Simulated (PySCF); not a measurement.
Atoms are numbered as in `[CH3:1][C:2](=[O:3])[O:4][C:5]1=[C:6]([CH3:7])[CH2:8][CH2:9][C:10]1=[O:11]`; H(Xn) means a hydrogen on atom n.

- PBE0/pcSseg-1 with gauge-including orbitals
- structure optimised with GFN2-xTB
- code: PySCF 2.14
- one computed conformer, no relativistic terms, no solvent, equivalent nuclei averaged

Question: List the cross peaks expected in HSQC, COSY and HMBC spectra.

Answer: 

HSQC (one-bond C–H):
```
          δH         δC
2.54 (H(C8))  31.7 (C8)
2.34 (H(C9))  35.2 (C9)
2.29 (H(C1))  23.4 (C1)
2.12 (H(C7))  20.7 (C7)
```

COSY cross peaks (H two or three bonds apart, from the bond graph; peaks can be absent where the dihedral angle is near 90°):
```
          δH            δH
2.54 (H(C8))  2.34 (H(C9))
```

HMBC (two and three bonds, from the bond graph):
```
          δH                                                         δC
2.54 (H(C8))  202.0 (C10), 171.3 (C6), 154.5 (C5), 35.2 (C9), 20.7 (C7)
2.34 (H(C9))             202.0 (C10), 171.3 (C6), 154.5 (C5), 31.7 (C8)
2.29 (H(C1))                                                 172.6 (C2)
2.12 (H(C7))                          171.3 (C6), 154.5 (C5), 31.7 (C8)
```

Chemical shifts δ = σref − σ; 1H and 13C against TMS, all at this level.

Short H···H contacts in this conformer between protons four or more bonds apart (candidates for NOE cross peaks, intensity ∝ r⁻⁶): H(C7)···H(C8) 2.62 Å.

Shifts are as computed. Against solution values, carbons near 30 ppm lie about +3 ppm off and those near 130 ppm about +5 ppm. Of 1211 compounds with measured shifts, 218 miss one by over three times the rms of a fit or turn the order of signals round; such compounds aren't used in these exercises.
